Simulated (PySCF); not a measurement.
Ge(OH)(NH2) (GeH3NO), SMILES [NH2][Ge][OH] (connectivity only; charge and spin as stated), neutral, multiplicity 1.

Geometry: r2SCAN-D4/def2-TZVP. One conformer was computed; it need not be the lowest.

All values below come from PySCF with HF/def2-TZVPD.

Symmetry labels are those of the subgroup Cs that the program uses (full group Cs).

Question: List the valence orbital energies around the gap with their symmetry. (Estimate from the structure and the level; the computed values follow.)

Answer: 
```
orbital  symmetry  energy (eV)
-------  --------  -----------
HOMO−7         A'       -30.71
HOMO−6         A'       -19.34
HOMO−5         A'       -18.02
HOMO−4         A'       -17.22
HOMO−3         A'       -13.82
HOMO−2         A"       -13.64
HOMO−1         A"       -11.29
HOMO           A'        -9.88
LUMO           A"         1.66
LUMO+1         A'         1.85
LUMO+2         A'         2.37
LUMO+3         A'         2.74
```
